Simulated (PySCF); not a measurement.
Compound: As(SiH3)3.
Bonds: As1–Si2, As1–Si6, As1–Si10. Hydrogens: H3, H4, H5 on Si2; H7, H8, H9 on Si6; H11, H12, H13 on Si10.

A linear-response calculation (PySCF, def2-SVPD basis, gas phase, vertical, core orbitals frozen in the response) gave these numbers; the functional is withheld.

Orbital energies (eV): HOMO-3 -11.17, HOMO-2 -9.53, HOMO-1 -9.53, HOMO -8.49, LUMO 0.57, LUMO+1 0.72, LUMO+2 0.73.

```tsv
state	E (eV)	f	main configurations (H = HOMO, L = LUMO)
S1	6.04	0.071	H→L (97%)
S2	6.20	0.044	H→L+2 (52%), H→L+1 (28%)
S3	6.20	0.047	H→L+1 (54%), H→L+2 (27%)
S4	6.45	0.0061	H→L+4 (75%), H→L+5 (14%)
S5	6.46	0.0098	H→L+5 (73%), H→L+4 (14%)
S6	7.03	0.0028	H→L+3 (83%), H→L+6 (10%)
```

Triplets, Tamm–Dancoff:

```tsv
state	E (eV)	λ (nm)	main configurations (H = HOMO, L = LUMO)
T1	5.39	229.9	H→L+1 (84%)
T2	5.41	229.3	H→L+2 (83%)
T3	5.63	220.2	H→L (91%)
```

Vertical ionisation energy by ΔSCF with the same functional: 9.11 eV. Mean static polarisability: 122.4 au.

Orbitals of the list HOMO-3 to LUMO+2 that lie within 0.01 eV of each other are written together with a slash and their weights summed (≥ marks a lower bound); for degenerate orbitals outside that list single weights are arbitrary.

**Question.** Name the functional.
A. PBE0
B. CAM-B3LYP
C. PBE
D. HF

**Answer.** B. CAM-B3LYP is range-separated, 19% exact exchange at short range and 65% at long range (ω = 0.33 bohr⁻¹). In this run −ε(HOMO) = 8.49 eV differs from the ΔSCF value by -0.62 eV, and S1 differs from the orbital gap of 9.06 eV by -3.03 eV. The ratio −ε(HOMO)/IP is 0.93. Small neutral molecules mostly give 0.85 to 0.93 with CAM-B3LYP, 0.5 to 0.7 with PBE, 0.7 to 0.83 with PBE0; with Hartree–Fock the ratio is 1 or more (Koopmans' value less the relaxation energy is the ΔSCF value).

Computed, not measured: PySCF 2.14.0, density-fitted response routines, TDDFT CAM-B3LYP/def2-SVPD, vertical, gas phase, core orbitals frozen in the response. Isolated species at its PBE0-D3(BJ)/def2-SVP geometry, gas phase. Relativistic effects, spin–orbit coupling among them, are left out although an element past zinc is present.
